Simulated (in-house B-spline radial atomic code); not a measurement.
## Tc IX (Tc8+): [Ar] 3d10 4s2 4p4 6g1 (an excited or competing configuration)

Level of theory: Dirac-Hartree-Fock, average of configuration, Fermi nucleus of rms radius 4.41117 fm; calculated with a B-spline radial code for spherical atoms.

Effective charges: Z_r = [3n² - l(l+1)]/(2<r>) from the radius, Z_e = n√(-2ε) from the energy, and Slater's rules. Values are occupation-weighted means over j. An effective charge above Z reflects the relativistic contraction of the inner shells.

```json
{"shell": "1s", "electrons": "2", "ε (eV)": "-21330", "<r> (bohr)": "0.03427", "Z_r": "43.77", "Z_e": "39.59", "Slater": "42.70"}
{"shell": "2s", "electrons": "2", "ε (eV)": "-3252.3", "<r> (bohr)": "0.1489", "Z_r": "40.30", "Z_e": "30.92", "Slater": "38.85"}
{"shell": "2p", "electrons": "6", "ε (eV)": "-2921.9", "<r> (bohr)": "0.1302", "Z_r": "38.39", "Z_e": "29.31", "Slater": "38.85"}
{"shell": "3s", "electrons": "2", "ε (eV)": "-722.99", "<r> (bohr)": "0.4112", "Z_r": "32.83", "Z_e": "21.87", "Slater": "31.75"}
{"shell": "3p", "electrons": "6", "ε (eV)": "-610.99", "<r> (bohr)": "0.4128", "Z_r": "30.28", "Z_e": "20.10", "Slater": "31.75"}
{"shell": "3d", "electrons": "10", "ε (eV)": "-429.8", "<r> (bohr)": "0.3951", "Z_r": "26.58", "Z_e": "16.86", "Slater": "21.85"}
{"shell": "4s", "electrons": "2", "ε (eV)": "-220.58", "<r> (bohr)": "0.9902", "Z_r": "24.24", "Z_e": "16.11", "Slater": "15.95"}
{"shell": "4p", "electrons": "4", "ε (eV)": "-186.16", "<r> (bohr)": "1.053", "Z_r": "21.83", "Z_e": "14.80", "Slater": "15.95"}
{"shell": "6g", "electrons": "1", "ε (eV)": "-30.902", "<r> (bohr)": "4.805", "Z_r": "9.16", "Z_e": "9.04", "Slater": "-"}
```

The least bound orbital is 6g7/2 at -30.9 eV, while the most diffuse is 6g9/2 (<r> = 4.805 bohr against 4.805 bohr): energy order and size order differ.

Spin-orbit splittings of the orbital energies (j = l + 1/2 above j = l - 1/2 when positive): 2p 119 eV, 3p 20.76 eV, 3d 3.949 eV, 4p 3.821 eV, 6g -5.118e-05 eV.

For the 1s electron the small component carries 2.46 % of the norm, the zero-frequency Breit interaction raises the level by 41.74 eV, self-energy by 22.92 eV, and vacuum polarisation lowers it by 2.692 eV.
